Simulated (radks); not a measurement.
Coulomb parameter of the 4d shell of the technetium ion Tc2+ in the model configuration [Kr] 4d3 5p2, as a second difference U = [E(n + 0.5) + E(n - 0.5) - 2 E(n)] / (0.5)^2 with all orbitals relaxed. "Bare": the charge of the atom changes with n. "Screened": the 5p shell takes up the change at fixed total charge, which measures U(4d,4d) + U(5p,5p) - 2 U(4d,5p). All-electron calculation, scalar-relativistic Kohn-Sham, LDA (Slater exchange, Perdew-Wang correlation), spin-unpolarised, spherical densities, finite nucleus; Fermi nuclear charge, rms radius 4.4112 fm. Program: a radial shooting solver on a logarithmic mesh with Libxc functionals.

| case | configuration | E - E(n) (eV) |
|---|---|---|
| start | [Kr] 4d3 5p2 | 0.000 |
| bare +0.5 | [Kr] 4d3.5 5p2 | -14.058 |
| bare -0.5 | [Kr] 4d2.5 5p2 | 17.211 |
| screened +0.5 | [Kr] 4d3.5 5p1.5 | -6.856 |
| screened -0.5 | [Kr] 4d2.5 5p2.5 | 7.549 |

U(bare) = 12.613 eV, U(screened by 5p) = 2.771 eV, against the Slater integral F0(4d,4d) = 16.527 eV with frozen orbitals.
